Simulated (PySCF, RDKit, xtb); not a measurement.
Dimer: CH4 (SMILES C) (first 5 atoms) with CH3Cl (SMILES CCl); geometry from B3LYP-D3(BJ)/def2-TZVP, rigid monomers moved along the line of their centres of mass till H2···Cl7 is 2.75 Å.
(charge 0, multiplicity 1):
```json
[
 {"atom": "C", "x (Å)": "-0.0214", "y (Å)": "0.0355", "z (Å)": "-0.0952"},
 {"atom": "H", "x (Å)": "0.4119", "y (Å)": "0.5722", "z (Å)": "0.7471"},
 {"atom": "H", "x (Å)": "-1.1086", "y (Å)": "0.0795", "z (Å)": "-0.0370"},
 {"atom": "H", "x (Å)": "0.3077", "y (Å)": "0.4917", "z (Å)": "-1.0277"},
 {"atom": "H", "x (Å)": "0.3016", "y (Å)": "-1.0049", "z (Å)": "-0.0701"},
 {"atom": "C", "x (Å)": "-0.8282", "y (Å)": "-0.6046", "z (Å)": "3.1136"},
 {"atom": "Cl", "x (Å)": "0.4293", "y (Å)": "0.6176", "z (Å)": "3.4954"},
 {"atom": "H", "x (Å)": "-1.1466", "y (Å)": "-1.0666", "z (Å)": "4.0430"},
 {"atom": "H", "x (Å)": "-1.6594", "y (Å)": "-0.0992", "z (Å)": "2.6319"},
 {"atom": "H", "x (Å)": "-0.3946", "y (Å)": "-1.3425", "z (Å)": "2.4460"}
]
```

Counterpoise-corrected where a basis set is named; no monomer relaxation. Rows marked so take none. RDKit's UFF carries no charges.

Rows in 6-31G*, STO-3G carry no dispersion term and start afresh at each structure (6-31G* with six Cartesian d functions).

Codes used: PySCF for 6-31G* rows, STO-3G rows; RDKit for the force fields; xtb for the GFN methods. 

**Question.** One of these levels gives 1.89 kcal/mol for the interaction energy. Name it.
(A) HF/6-31G*
(B) GFN-FF
(C) HF/STO-3G (no counterpoise)
(D) UFF

**Answer.** A, HF/6-31G*. The others give -0.16 (UFF), -0.59 (GFN-FF), 1.09 (HF/STO-3G (no counterpoise))
